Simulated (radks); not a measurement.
Values are calculated unless marked as measured or tabulated.
Valence configurations of Nd I (all share [Xe]). Code: a radial shooting solver on a logarithmic mesh with Libxc functionals. Model: Dirac Kohn-Sham, PBE, spin-unpolarised, spherical densities, point nucleus; open shells fill j = l - 1/2 first. Energies are relative to 4f4 6s2; eigenvalues in eV.

4f4 6s2: E (eV) 0.000; e(4f5/2) -1.839; e(6s1/2) -3.497
4f3.5 5d0.5 6s2: E (eV) 0.379; e(4f5/2) -4.246; e(5d3/2) -2.503; e(6s1/2) -3.688
4f4 5d1 6s1: E (eV) 1.630; e(4f5/2) -0.702; e(5d3/2) -1.319; e(6s1/2) -3.062
4f3 5d1 6s2: E (eV) 1.796; e(4f5/2) -6.987; e(5d3/2) -3.016; e(6s1/2) -3.849
4f4 6s1 6p1: E (eV) 2.193; e(4f5/2) -2.898; e(6p1/2) -1.847; e(6s1/2) -4.086
4f3 6s2 6p1: E (eV) 3.922; e(4f5/2) -10.049; e(6p1/2) -2.306; e(6s1/2) -5.047
4f6: E (eV) 7.107; e(4f5/2) -0.345
4f2 5d1 6s2 6p1: E (eV) 11.458; e(4f5/2) -16.460; e(5d3/2) -6.266; e(6p1/2) -2.394; e(6s1/2) -5.345
4f2 6s2 6p2: E (eV) 16.036; e(4f5/2) -19.873; e(6p1/2) -3.170; e(6s1/2) -6.491

NIST lists [Xe] 4f4 6s2 as the ground configuration; this level of theory agrees among the configurations tried. The energies are those of spherical spin-averaged densities, not of single terms. No valid solution was reached for [Xe] 4f5 6s1.
